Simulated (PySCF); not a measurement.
# Spinor energies of Cd³⁺ (cadmium, charge +3)

Start: [Kr] 4d9; 4d3/2 filled at m_j = -3/2, -1/2, +1/2, +3/2; 4d5/2 filled at m_j = -3/2, -1/2, +1/2, +3/2, +5/2. Calculated with PySCF 2.14 in x2c-SVPall-2c (6s9p6d1f, 70 functions): generalised Hartree-Fock with the X2C-1e Hamiltonian and a Gaussian nucleus; one run each with spin-orbit coupling (SO) switched off, then screened by Boettger's factors.

```tsv
spinor shell	electrons	ε, spin-free (eV)	ε, screened SO (eV)	weight of nominal j (screened SO)	rms radius, screened SO (bohr)
1s1/2	2	-26877.1	-26875.0	1.000	0.0349
2s1/2	2	-4107.8	-4107.2	1.000	0.142
2p1/2	2	-3683.4	-3817.0	1.000	0.124
2p3/2	4	-3683.4	-3621.9	1.000	0.128
3s1/2	2	-832.73	-832.54	1.000	0.381
3p1/2	2	-689.85	-714.47	1.000	0.375
3d3/2	4	-466.63	-470.99	0.999	0.362
3d5/2	6	-466.63	-463.53	0.999	0.365
4s1/2	2	-164.11	-164.05	1.000	0.938
4p1/2	2	-119.54	-124.59	0.987	1.00
4p3/2	4	-119.54	-117.14	0.994	1.03
4d3/2	4	-54.108	-54.854	0.916	1.28
4d5/2	5	-54.108	-53.530	0.933	1.30
```

Task: Where does 3p3/2 lie, and what is the 3p spin-orbit splitting (screened SO)?

Result: At -678.39 eV, 36.082 eV above 3p1/2.

```
   quantity    spin-free  screened SO
E (hartree)  -5588.09565  -5589.19925
        M_J          5/2          5/2
       ⟨J²⟩        8.753        8.753
       ⟨L²⟩        6.003        6.018
       ⟨S²⟩        0.751        0.765
```

Each row is a mean over spinors that exchange with the open shell spreads, by up to 5.949 eV (4p3/2).

Breit and QED terms are absent; they matter most for the inner s and p1/2 levels.

Densities and radii are taken from the X2C orbitals without a picture-change correction, which distorts them close to the nucleus.

Without spin-orbit coupling the j labels of p, d and f shells carry no meaning; the spin-free column gives the mean over the occupied spinors of each nl shell.
